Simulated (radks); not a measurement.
All-electron atom: the ruthenium ion Ru20+ in [Ar] 3d6. Method: Dirac Kohn-Sham, BLYP, spin-unpolarised, spherical densities, point nucleus; open shells fill j = l - 1/2 first; computed with a radial shooting solver on a logarithmic mesh with Libxc functionals.

Unscreened Slater integrals over Kohn-Sham orbitals (eV). Large and small components are both included.

| integral | value |
|---|---|
| F0(3d5/2,3d5/2) | 70.592 |
| F2(3d5/2,3d5/2) | 35.730 |
| F4(3d5/2,3d5/2) | 22.927 |
| F0(3d5/2,3d3/2) | 70.868 |
| F2(3d5/2,3d3/2) | 35.825 |
| G2(3d5/2,3d3/2) | 35.649 |
| G4(3d5/2,3d3/2) | 22.872 |
| F0(3d5/2,3p3/2) | 66.532 |
| F2(3d5/2,3p3/2) | 32.214 |
| G1(3d5/2,3p3/2) | 36.021 |
| G3(3d5/2,3p3/2) | 23.508 |
| F0(3d5/2,3p1/2) | 67.430 |
| G3(3d5/2,3p1/2) | 24.146 |
| F0(3d3/2,3d3/2) | 71.147 |
| F2(3d3/2,3d3/2) | 35.926 |
| F0(3d3/2,3p3/2) | 66.753 |
| F2(3d3/2,3p3/2) | 32.205 |
| G1(3d3/2,3p3/2) | 35.862 |
| G3(3d3/2,3p3/2) | 23.405 |
| F0(3d3/2,3p1/2) | 67.661 |
| G1(3d3/2,3p1/2) | 37.221 |
| F0(3p3/2,3p3/2) | 64.093 |
| F2(3p3/2,3p3/2) | 32.339 |
| F0(3p3/2,3p1/2) | 64.847 |
| G2(3p3/2,3p1/2) | 32.553 |
| F0(3p1/2,3p1/2) | 65.637 |
